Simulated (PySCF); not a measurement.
A GIAO shielding run with PySCF 2.14.0 with density-fitted response routines (density fitting, non-relativistic, gas phase) on `C[Si]1(C)CCCO1`, C₅H₁₂OSi:

```
$ OMP_NUM_THREADS=1 python probes_run.py task.json out

{"job": {"kind": "nmr", "xc": "PBE0", "basis": "pcSseg-1"}, "charge": 0, "multiplicity": 1}
C     -1.593343     1.744752     0.010102
Si    -0.608208     0.126769     0.166368
C     -1.755306    -1.327379     0.591842
C      0.602126    -0.203993    -1.278549
C      1.858111    -0.628091    -0.519545
C      1.883854     0.179227     0.778783
O      0.580061     0.262703     1.300322
H     -0.968732     2.582260    -0.284096
H     -2.050367     1.994314     0.961743
H     -2.389803     1.649656    -0.719437
H     -2.249589    -1.151665     1.541566
H     -1.216776    -2.266691     0.670060
H     -2.526390    -1.444776    -0.161701
H      0.298882    -0.967747    -1.989123
H      0.796974     0.706941    -1.844050
H      1.783202    -1.686852    -0.266200
H      2.775137    -0.471789    -1.088576
H      2.248773     1.195026     0.586439
H      2.521589    -0.283414     1.536590
```

Hardware: 1 thread of an Arm Neoverse V1, shared host. The job also computes population analyses, field gradients, ring-centre shieldings.

**Question.** How large is the calculation?

**Answer.** 64 electrons, 186 basis functions and 985 auxiliary functions.

**Question.** How long does it take, and how much memory does it need?

**Answer.** 31 s of wall time, with 12 SCF cycles and 4 response iterations; peak memory 0.84 GiB. Times on a shared host scatter by some tens of per cent.
